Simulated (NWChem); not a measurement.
System: C$_{4}$H$_{7}$Cl; SMILES CC1(Cl)CC1

NWChem input:

```
start job
memory heap 200 mb stack 900 mb global 1100 mb
geometry units angstroms noautoz
  C      1.645518     0.485722     0.000000
  C      0.161870     0.250154     0.000000
  Cl    -0.242620    -1.482618     0.000000
  C     -0.767794     1.147189    -0.753343
  C     -0.767794     1.147189     0.753343
  H      2.111632     0.041292    -0.892207
  H      1.856914     1.565894     0.000000
  H      2.111632     0.041292     0.892207
  H     -1.616370     0.682464    -1.260597
  H     -0.329083     1.999477    -1.281130
  H     -1.616370     0.682464     1.260597
  H     -0.329083     1.999477     1.281130
end
basis spherical
  * library def2-svp
end
dft
  xc m05-2x
  iterations 150
  mulliken
end
task dft energy
```

NWChem printed, in part:

```
             Northwest Computational Chemistry Package (NWChem) 7.3.0
             --------------------------------------------------------

 CS  symmetry detected

                             Geometry "geometry" -> ""
                             -------------------------

 Output coordinates in angstroms (scale by  1.889725989 to convert to a.u.)

  No.       Tag          Charge          X              Y              Z
 ---- ---------------- ---------- -------------- -------------- --------------
    1 C                    6.0000     1.64481616     0.50927962     0.00000000
    2 C                    6.0000     0.16465172     0.25273156     0.00000000
    3 Cl                  17.0000    -0.21526728    -1.48559307     0.00000000
    4 C                    6.0000    -0.77761824     1.13651562    -0.75334300
    5 C                    6.0000    -0.77761824     1.13651562     0.75334300
    6 H                    1.0000     2.11717514     0.07149283    -0.89220700
    7 H                    1.0000     1.84089922     1.59233606     0.00000000
    8 H                    1.0000     2.11717514     0.07149283     0.89220700
    9 H                    1.0000    -1.61953019     0.65982409    -1.26059700
   10 H                    1.0000    -0.35101685     1.99492894    -1.28113000
   11 H                    1.0000    -1.61953019     0.65982409     1.26059700
   12 H                    1.0000    -0.35101685     1.99492894     1.28113000

 Effective nuclear repulsion energy (a.u.)     224.3250293523

      Symmetry information
      --------------------

 Group name             Cs
 Group number              2
 Group order               2
 No. of unique centers     8

                                 NWChem DFT Module
                                 -----------------

 Summary of "ao basis" -> "ao basis" (spherical)
 ------------------------------------------------------------------------------
       Tag                 Description            Shells   Functions and Types
 ---------------- ------------------------------  ------  ---------------------
 C                          def2-svp                 6       14   3s2p1d
 Cl                         def2-svp                 8       18   4s3p1d
 H                          def2-svp                 3        5   2s1p

      Symmetry analysis of basis
      --------------------------

        a'         66
        a"         43

            General Information
            -------------------
          SCF calculation type: DFT
          Wavefunction type:  closed shell.
          No. of atoms     :    12
          No. of electrons :    48
           Alpha electrons :    24
            Beta electrons :    24
          Charge           :     0
          Spin multiplicity:     1
          Use of symmetry is: on ; symmetry adaption is: on
          Maximum number of iterations: 150
          AO basis - number of functions:   109
                     number of shells:    53
          Convergence on energy requested:  1.00D-06
          Convergence on density requested:  1.00D-05
          Convergence on gradient requested:  5.00D-04

              XC Information
              --------------
                       M05-2X Method XC Functional
                     Hartree-Fock (Exact) Exchange  0.560
                M05-2X metaGGA Exchange Functional  0.440
                      M05-2X Correlation Potential  1.000

             Grid Information
             ----------------
          Grid used for XC integration:  medium
          Radial quadrature: Mura-Knowles
          Angular quadrature: Lebedev.
          Tag              B.-S. Rad. Rad. Pts. Rad. Cut. Ang. Pts.
          ---              ---------- --------- --------- ---------
          C                   0.70       49          10.0       434
          Cl                  1.00       88          10.0       590
          H                   0.35       45          11.0       434
          Grid pruning is: on
          Number of quadrature shells:   415
          Spatial weights used:  Erf1

      Superposition of Atomic Density Guess
      -------------------------------------

 Sum of atomic energies:        -613.31771437

      Non-variational initial energy
      ------------------------------

 Total energy =    -616.602923
 1-e energy   =   -1285.579757
 2-e energy   =     444.651804
 HOMO         =      -0.302894
 LUMO         =       0.066621

      Symmetry analysis of molecular orbitals - initial
      -------------------------------------------------

  Numbering of irreducible representations:

     1 a'          2 a"

  Orbital symmetries:

     1 a'          2 a'          3 a'          4 a"          5 a'
     6 a'          7 a'          8 a'          9 a"         10 a'
    11 a'         12 a'         13 a"         14 a'         15 a'
    16 a'         17 a"         18 a'         19 a"         20 a'
    21 a"         22 a'         23 a'         24 a"         25 a'
    26 a'         27 a"         28 a'         29 a"         30 a'
    31 a'         32 a"         33 a"         34 a'

     ---------------------------------------------
      Total Density - Mulliken Population Analysis
     ---------------------------------------------

    Atom       Charge   Shell Charges
 -----------   ------   -------------------------------------------------------
    1 C    6     6.13   1.99  0.96  0.14  2.05  0.96  0.02
    2 C    6     6.04   1.99  0.93  0.35  1.73  0.99  0.06
    3 Cl  17    17.24   2.00  1.99  1.22  0.71  5.94  2.13  3.22  0.02
    4 C    6     6.18   1.99  0.96  0.25  2.04  0.91  0.03
    5 C    6     6.18   1.99  0.96  0.25  2.04  0.91  0.03
    6 H    1     0.90   0.67  0.20  0.02
    7 H    1     0.90   0.67  0.21  0.03
    8 H    1     0.90   0.67  0.20  0.02
    9 H    1     0.88   0.66  0.19  0.02
   10 H    1     0.88   0.66  0.19  0.02
   11 H    1     0.88   0.66  0.19  0.02
   12 H    1     0.88   0.66  0.19  0.02

[...]
```

Level: M05-2X/def2-SVP. The geometry was optimised at PBE0/def2-SVP. No frequency run checked for a minimum.
